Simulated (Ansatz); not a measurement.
C₂H₁₀GaN (`[CH3][GaH-]([CH3])[NH3+]`) at its PBE0-D4/def2-TZVP geometry, where that method's forces vanish. Total charge 0; spin multiplicity 1.

```xyz
14

C     0.1093    0.5224    1.8571
Ga   -0.6915    0.1324    0.0752
C    -0.5917   -1.7368   -0.6064
N     0.8261    1.0404   -1.1888
H     0.2375    1.5946    2.0303
H    -0.5400    0.1468    2.6532
H     1.0819    0.0369    1.9832
H    -1.9085    1.0371   -0.4082
H    -1.3204   -2.3670   -0.0884
H    -0.8165   -1.8030   -1.6747
H     0.3933   -2.1821   -0.4360
H     0.5821    0.9337   -2.1666
H     0.9051    2.0309   -0.9900
H     1.7334    0.6137   -1.0400
```

(1) What forces (eV/Å) does PBE-D4/def2-TZVPP give on these atoms in Ansatz? (An estimate is asked.)

Results:

(1) Ansatz gave: 
```
C1  -0.008  0.000 -0.054
Ga2 -0.135  0.013  0.027
C3   0.009  0.054  0.004
N4  -0.168 -0.094  0.134
H5   0.024  0.201  0.035
H6  -0.124 -0.070  0.146
H7   0.181 -0.092  0.024
H8  -0.048  0.042 -0.025
H9  -0.137 -0.114  0.098
H10 -0.043 -0.014 -0.200
H11  0.184 -0.083  0.034
H12 -0.066 -0.028 -0.317
H13  0.036  0.318  0.055
H14  0.297 -0.132  0.041
```
